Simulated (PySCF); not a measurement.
# What a mistake does to a calculation on AlBClH4N

All numbers below are calculated, not measured. They come from PySCF 2.14.0, an open-source quantum chemistry program, on an isolated molecule that a program drew, which may never have been made. The molecule is AlBClH4N (charge 0, singlet), drawn as the SMILES string `[BH2][Al]([NH2])[Cl]`.

Each row is a Hartree-Fock (HF) and frozen-core CCSD(T) single point in the cc-pV(D+d)Z basis, meant for a local HF minimum. Run 1 is clean. Each other run has one planted mistake out of seven kinds, and not every kind appears here: one electron removed, one electron added, multiplicity raised by two, geometry at a saddle point, minimal basis STO-3G, one bond length entered in bohr, all coordinates scaled. The reference is restricted for singlets and unrestricted otherwise, and also for a bond in bohr. Adding or removing an electron swaps singlet and doublet. Electrons count all cores. HOMO and LUMO are orbital energies over both spins, the gradient is its largest component, and the lowest frequency (negative if imaginary) is given only where the gradient is small. Bond lengths are over the 7 bonds as drawn. T1 is the CCSD diagnostic: over 0.02 (restricted) or 0.045 (unrestricted) a single reference is doubtful.

Geometry of the clean run:
```xyz
8
AlBClH4N, angstrom
B    -1.0376   -2.4632    0.3110
Al    0.8331   -1.4458    0.1243
N     1.3221   -0.0206    1.0299
Cl    2.2678   -2.1840   -1.2682
H    -1.9928   -2.1795   -0.3622
H    -1.2013   -3.3690    1.0849
H     0.7673    0.4511    1.7196
H     2.2046    0.4465    0.9308
```

| run | electrons | basis functions | <S^2> | HOMO (eV) | LUMO (eV) | gradient (hartree/bohr) | lowest frequency (cm^-1) | mean bond (Å) | longest bond (Å) | T1 | HF (hartree) | CCSD(T) (hartree) | mistake |
|---|---|---|---|---|---|---|---|---|---|---|---|---|---|
| 1 | 46 | 94 | 0.000 | -10.70 | 1.18 | 3.2e-05 | 101 | 1.4912 | 2.138 | 0.0114 | -782.97355 | -783.48014 | no fault |
| 2 | 47 | 94 | 0.762 | -0.70 | 7.37 | 5.3e-02 | - | 1.4912 | 2.138 | 0.0119 | -782.96185 | -783.48768 | one electron added |
| 3 | 46 | 94 | 0.000 | -10.71 | 0.65 | 6.0e-06 | -97 | 1.4924 | 2.150 | 0.0123 | -782.97218 | -783.47952 | geometry at a saddle point |
| 4 | 46 | 32 | 0.000 | -8.52 | 6.24 | 4.0e-02 | - | 1.4912 | 2.138 | 0.0133 | -774.13191 | -774.27138 | minimal basis STO-3G |
| 5 | 45 | 94 | 0.759 | -15.97 | -8.34 | 8.7e-02 | - | 1.4912 | 2.138 | 0.0268 | -782.62484 | -783.11297 | ? |
| 6 | 46 | 94 | 0.000 | -10.69 | 1.04 | 3.2e-02 | - | 1.5538 | 2.227 | 0.0127 | -782.96195 | -783.47308 | ? |

**Which mistake was planted in run 5, and what did it cost?**

It counts 45 electrons, one fewer than the clean run, at the same geometry and basis. So the mistake is: one electron removed. Subtracting run 1 and multiplying by 627.51 kcal/mol a hartree, the energy moved by 218.8 kcal/mol in HF and 230.4 kcal/mol in CCSD(T).

**Which mistake was planted in run 6, and what did it cost?**

The mean and the longest bond both change by the same factor, 1.042, and the gradient is no longer small. So the mistake is: all coordinates scaled. Subtracting run 1 and multiplying by 627.51 kcal/mol a hartree, the energy moved by 7.3 kcal/mol in HF and 4.4 kcal/mol in CCSD(T).

